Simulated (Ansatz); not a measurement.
Two structures of Si2H6Cl2, closed shell, reached by relaxing down either side of one saddle point (PBE0-D4/def2-TZVP). Energies are electronic, without zero-point energy. Ansatz 0.2.0; basis: def2-TZVPP and def2-QZVPP; cores frozen in the correlated methods. Extrapolation: Hartree–Fock as exp(−7.88 √X), correlation as X^−2.97. First:

```
atom    x (Å)    y (Å)    z (Å)
 Si1  -0.2554   0.6301  -0.9736
 Si2   0.9213  -1.1964  -0.1164
 Cl3   0.1672   0.8131  -2.9744
 Cl4  -2.2705   0.3051  -0.7418
  H5   0.0520   1.9337  -0.3431
  H6  -0.7509   1.1828   2.6977
  H7  -1.3604   1.0614   2.2837
  H8   2.3786  -0.9578  -0.2854
  H9   0.6038  -1.3636   1.3252
 H10   0.5143  -2.4082  -0.8719
```

Second:

```
atom    x (Å)    y (Å)    z (Å)
 Si1  -0.9693   1.6345  -0.8030
 Si2   1.0215  -1.5318   0.8781
 Cl3  -0.0694   0.8323  -2.4482
 Cl4  -2.7376   0.6877  -0.4341
  H5  -1.2467   3.0590  -1.0691
  H6   0.7974  -0.9151   2.2106
  H7  -0.0812   1.4385   0.3597
  H8   2.0073  -0.7206   0.1201
  H9  -0.2624  -1.5726   0.1338
 H10   1.5406  -2.9118   1.0519
```

Which bonds change from the first to the second?

Si₂H₄Cl₂ ([SiH3][SiH]([Cl])[Cl]) + H₂ → SiH₂Cl₂ ([Cl][SiH2][Cl]) + SiH₄; bonds formed: Si1–H7, Si2–H6; bonds broken: Si1–Si2, H6–H7.

Give the saddle point's structure and its height above each. (An estimate is asked for; the value comes from the calculation.)

The calculation gives: 3.005 eV above the first and 3.238 eV above the second (CCSD(T) at an estimated basis limit (MP2 extrapolated from triple and quadruple zeta, plus CCSD(T) − MP2 in triple zeta)).
```
10
angstrom
Si -0.5669 0.8872 -0.6784
Si 0.7489 -0.9833 0.4729
Cl -0.1596 0.2566 -2.6037
Cl -2.6083 0.8854 -0.4598
H -0.0819 2.2856 -0.6132
H 0.1735 -0.1307 1.8039
H -0.2333 0.4155 1.0580
H 1.7540 0.1191 0.4557
H -0.6173 -1.5730 0.5083
H 1.5909 -2.1623 0.0562
```

The T1 diagnostic stays at or below 0.012.

Labels in which every atom is bracketed show which atoms are joined, not bond orders.

For scale, one of the runs: CCSD(T)/def2-TZVPP, 252 basis functions, launched by `ansatz run in.yaml --threads 4 --pin off --events-out ev --progress --plain --max-ram 9574MiB`. The run took 2.8 min on 4 CPU threads of an Arm Neoverse N1 (shared host), with 4.7 GiB of host memory at its peak.
